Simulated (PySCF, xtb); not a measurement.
CH₄O₃, SMILES OC(O)O. Atoms are numbered in the order given.

```xyz
8

O     -0.1606     0.7062     1.0927
C      0.3448     0.0213     0.0000
O     -0.0352    -1.3245     0.0000
O     -0.1606     0.7062    -1.0927
H      0.1658     0.2476     1.8780
H      1.4572    -0.0077     0.0000
H     -1.0069    -1.3180     0.0000
H      0.1658     0.2476    -1.8780
```
Charge 0, spin multiplicity 1.

Geometry optimised at r2SCAN-D4/def2-SVP. The values are those of a single conformer.

Calculation: C-PCM-B3LYP/def2-SVP (PySCF).

The values are the electrostatic part of the solvation free energy, E(continuum) − E(gas) at the gas-phase geometry, in a cavity of scaled van der Waals radii (PySCF's table); cavitation and dispersion terms are not included. In vacuum the orbital gap is 9.09 eV. The dipole moment in vacuum is 1.49 D.

| solvent | ε | ΔG(elec) (kcal/mol) | dipole (D) | gap (eV) |
|---|---|---|---|---|
| water | 78.36 | -9.9 | 1.81 | 9.57 |
| ethylethanoate | 5.99 | ? | ? | ? |
| diethylether | 4.24 | -7.5 | 1.73 | 9.46 |

Q: Some entries are withheld; supply them. (An estimate is asked for; the answer gives what the named calculation found.)

A: 
- ethylethanoate, ΔG(elec) (kcal/mol): -8.3
- ethylethanoate, dipole (D): 1.75
- ethylethanoate, gap (eV): 9.49

For comparison, GFN2-xTB/ALPB(water) (xtb, at the GFN2-xTB geometry, all terms of that model) gives -14.4 kcal/mol.
